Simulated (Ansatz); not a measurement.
Consider the ligand exchange at the Si–O bond: `[SiH3]OB(S)Cl` + `CB(C)N` → `CB(C)N[SiH3]` + `OB(S)Cl`.

Isolated molecules relaxed with PBE0-D4/def2-TZVP in Ansatz; ΔE leaves out vibrations. CCSD(T)/CBS is the MP2 limit (def2-TZVPP, def2-QZVPP) plus CCSD(T) − MP2 in def2-TZVPP, frozen cores. DFT in def2-TZVPP. Each species was taken in one conformer, which may not be the lowest.

```tsv
level	ΔE (kJ/mol)	difference from CCSD(T)/CBS
r2SCAN-D4	43.8	-0.9
ωB97X-V	43.9	-0.8
PBE	40.2	-4.5
r2SCAN	44.2	-0.5
LC-ωPBE	42.5	-2.2
MP2/def2-SVP	37.5	-7.2
CCSD(T)/def2-SVP	37.6	-7.1
CCSD(T)/def2-TZVPP	43.6	-1.1
HF/CBS(def2)	56.1	11.4
CCSD/CBS(def2)	46.1	1.4
CCSD(T)/CBS	44.7	0
```

(1) What do rigid-rotor, harmonic-oscillator terms from PBE0-D4/def2-TZVP frequencies (298.15 K, 1 bar) make of the CCSD(T)/CBS value? (Best estimate.)

Largest T1 diagnostic among the species: 0.012.

## Answers

(1) Ansatz gave: ΔZPE = -0.7 kJ/mol, ΔH = +43.1 kJ/mol, ΔS = -10 J/(mol·K), ΔG = +46.2 kJ/mol. Modes under 50 cm⁻¹ make the entropy rough.

At CCSD(T), def2-SVP lies −7.1 kJ/mol from the extrapolated value and def2-TZVPP −1.1 kJ/mol. Leaving LDA and LC-ωPBE aside and taking each functional with its dispersion term where it has one, the values, not all of them listed here, spread over 13.8 kJ/mol, from revPBE-D4 to BHLYP-D4.
